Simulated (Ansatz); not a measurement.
Species: C$_{3}$H$_{4}$O$_{2}$, SMILES `O=C[C@@H]1CO1` (O–C–C–O torsion 155°) (charge 0, multiplicity 1).

Give a relaxed geometry from Ansatz (a program for electronic structure) with B3LYP-D3(BJ)/def2-TZVP.

One answer among several that fit: the end point of this relaxation, one of several conformers (outside a Z-matrix the atoms follow the SMILES, hydrogens last).
Cartesian coordinates (Å) in one orientation:
```xyz
9

O      2.105    -0.146    -1.165
C      1.341     0.030    -0.253
C     -0.051    -0.499    -0.228
C     -1.120     0.366     0.303
O     -0.598    -0.697     1.081
H      1.619     0.612     0.650
H     -0.290    -1.256    -0.967
H     -2.127     0.226    -0.076
H     -0.878     1.364     0.655
```
